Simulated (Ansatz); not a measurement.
`[CH3][Sn]([CH3])([CH3])[I]` at its PBE0-D4/def2-TZVP geometry, where that method's forces vanish. The species carries charge 0 and has multiplicity 1. Sn, I takes the def2 core potential.

```json
{"atom": "C1", "x (Å)": "0.6813", "y (Å)": "0.7824", "z (Å)": "-1.7862"}
{"atom": "Sn2", "x (Å)": "0.0531", "y (Å)": "0.3094", "z (Å)": "0.2003"}
{"atom": "C3", "x (Å)": "-2.0361", "y (Å)": "-0.1191", "z (Å)": "0.3274"}
{"atom": "C4", "x (Å)": "1.2633", "y (Å)": "-1.1954", "z (Å)": "1.1144"}
{"atom": "I5", "x (Å)": "0.4405", "y (Å)": "2.5626", "z (Å)": "1.6589"}
{"atom": "H6", "x (Å)": "0.5512", "y (Å)": "-0.0859", "z (Å)": "-2.4347"}
{"atom": "H7", "x (Å)": "0.0867", "y (Å)": "1.6106", "z (Å)": "-2.1707"}
{"atom": "H8", "x (Å)": "1.7320", "y (Å)": "1.0713", "z (Å)": "-1.7787"}
{"atom": "H9", "x (Å)": "-2.6064", "y (Å)": "0.7180", "z (Å)": "-0.0746"}
{"atom": "H10", "x (Å)": "-2.2670", "y (Å)": "-1.0198", "z (Å)": "-0.2443"}
{"atom": "H11", "x (Å)": "-2.3155", "y (Å)": "-0.2730", "z (Å)": "1.3693"}
{"atom": "H12", "x (Å)": "1.1483", "y (Å)": "-2.1407", "z (Å)": "0.5809"}
{"atom": "H13", "x (Å)": "0.9592", "y (Å)": "-1.3290", "z (Å)": "2.1522"}
{"atom": "H14", "x (Å)": "2.3093", "y (Å)": "-0.8913", "z (Å)": "1.0858"}
```

Problem. For each bond, give half the difference of the two atoms' forces along it (eV/Å; positive pushes the atoms apart) under PBE-D4, r2SCAN-D4, B3LYP-D4, ωB97M-V in def2-TZVPP. (An estimate is asked.)

Solution. Ansatz gave: 
```json
{"bond": "C1–Sn2", "length (Å)": "2.136", "PBE-D4": "0.05", "r2SCAN-D4": "0.05", "B3LYP-D4": "0.15", "ωB97M-V": "-0.01"}
{"bond": "C1–H6", "length (Å)": "1.091", "PBE-D4": "0.08", "r2SCAN-D4": "-0.03", "B3LYP-D4": "-0.08", "ωB97M-V": "-0.04"}
{"bond": "C1–H7", "length (Å)": "1.090", "PBE-D4": "0.09", "r2SCAN-D4": "-0.03", "B3LYP-D4": "-0.08", "ωB97M-V": "-0.03"}
{"bond": "C1–H8", "length (Å)": "1.090", "PBE-D4": "0.09", "r2SCAN-D4": "-0.03", "B3LYP-D4": "-0.08", "ωB97M-V": "-0.03"}
{"bond": "Sn2–C3", "length (Å)": "2.136", "PBE-D4": "0.05", "r2SCAN-D4": "0.05", "B3LYP-D4": "0.15", "ωB97M-V": "-0.02"}
{"bond": "Sn2–C4", "length (Å)": "2.136", "PBE-D4": "0.05", "r2SCAN-D4": "0.05", "B3LYP-D4": "0.15", "ωB97M-V": "-0.02"}
{"bond": "Sn2–I5", "length (Å)": "2.712", "PBE-D4": "0.11", "r2SCAN-D4": "0.04", "B3LYP-D4": "0.13", "ωB97M-V": "-0.07"}
{"bond": "C3–H9", "length (Å)": "1.090", "PBE-D4": "0.09", "r2SCAN-D4": "-0.03", "B3LYP-D4": "-0.08", "ωB97M-V": "-0.03"}
{"bond": "C3–H10", "length (Å)": "1.091", "PBE-D4": "0.08", "r2SCAN-D4": "-0.03", "B3LYP-D4": "-0.08", "ωB97M-V": "-0.04"}
{"bond": "C3–H11", "length (Å)": "1.090", "PBE-D4": "0.09", "r2SCAN-D4": "-0.03", "B3LYP-D4": "-0.08", "ωB97M-V": "-0.03"}
{"bond": "C4–H12", "length (Å)": "1.091", "PBE-D4": "0.08", "r2SCAN-D4": "-0.03", "B3LYP-D4": "-0.08", "ωB97M-V": "-0.04"}
{"bond": "C4–H13", "length (Å)": "1.090", "PBE-D4": "0.09", "r2SCAN-D4": "-0.03", "B3LYP-D4": "-0.08", "ωB97M-V": "-0.03"}
{"bond": "C4–H14", "length (Å)": "1.090", "PBE-D4": "0.09", "r2SCAN-D4": "-0.03", "B3LYP-D4": "-0.08", "ωB97M-V": "-0.03"}
```

B3LYP here is the variant with VWN-RPA as its local correlation; programs differ in this.
